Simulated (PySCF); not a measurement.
**Correlation energy of Cd⁺ (cadmium, charge +1)**

[Kr] 4d10 5s1, 2S determinant. Computed with PySCF 2.14 in cc-pVDZ-PP with ECP28MDF, with a scalar-relativistic core potential. Frozen: 4s2 4p6; 11 electrons correlated.

MP2 pair energies summed by pair of shells (mhartree):

```json
{"pair": "4d-4d", "energy": "-262.96", "share (%)": "90.2"}
{"pair": "4d-5s", "energy": "-28.55", "share (%)": "9.8"}
```

Total MP2 correlation energy: -291.51 mhartree.

Same-spin part -110.38 and opposite-spin part -181.14 mhartree; SCS-MP2 scales them by 1/3 and 6/5 to -254.16 mhartree.

| level | correlation energy (mhartree) |
| --- | --- |
| CCSD | -279.24 |
| (T) | -2.88 |
| CCSD(T) | -282.12 |

Diagnostics: T1 = 0.0057, D1 = 0.0254, largest double amplitude 0.021.

Cost of the coupled-cluster step: 1.2 s of wall time on 1 thread of Neoverse-V1 (shared host), for 11 correlated electrons.

Iterations:

```
CC2 = 0
CCSD nocc = (np.int64(6), np.int64(5)), nmo = (34, 34)
frozen orbitals [[0, 1, 2, 3], [0, 1, 2, 3]]
max_cycle = 100
direct = 0
conv_tol = 1e-08
conv_tol_normt = 1e-06
diis_space = 8
diis_start_cycle = 0
Init t2, MP2 energy = -0.291512553283797
Init E_corr(UCCSD) = -0.291512553291053
cycle = 1  E_corr(UCCSD) = -0.27638437797526  dE = 0.0151281753  norm(t1,t2) = 0.0317579
cycle = 2  E_corr(UCCSD) = -0.279007795069394  dE = -0.00262341709  norm(t1,t2) = 0.00712167
cycle = 3  E_corr(UCCSD) = -0.279136009922577  dE = -0.000128214853  norm(t1,t2) = 0.00270277
cycle = 4  E_corr(UCCSD) = -0.27924718059335  dE = -0.000111170671  norm(t1,t2) = 0.000490264
cycle = 5  E_corr(UCCSD) = -0.279244707637213  dE = 2.47295614e-06  norm(t1,t2) = 0.000105666
cycle = 6  E_corr(UCCSD) = -0.279241646305706  dE = 3.06133151e-06  norm(t1,t2) = 2.17536e-05
cycle = 7  E_corr(UCCSD) = -0.279242283825746  dE = -6.3752004e-07  norm(t1,t2) = 5.17441e-06
cycle = 8  E_corr(UCCSD) = -0.279242269412828  dE = 1.4412918e-08  norm(t1,t2) = 4.72879e-07
cycle = 9  E_corr(UCCSD) = -0.279242261043875  dE = 8.36895303e-09  norm(t1,t2) = 7.40713e-08
UCCSD converged
E(UCCSD) = -166.8437455426495  E_corr = -0.2792422610438754
UCCSD(T) correction = -0.00287875895388635
```
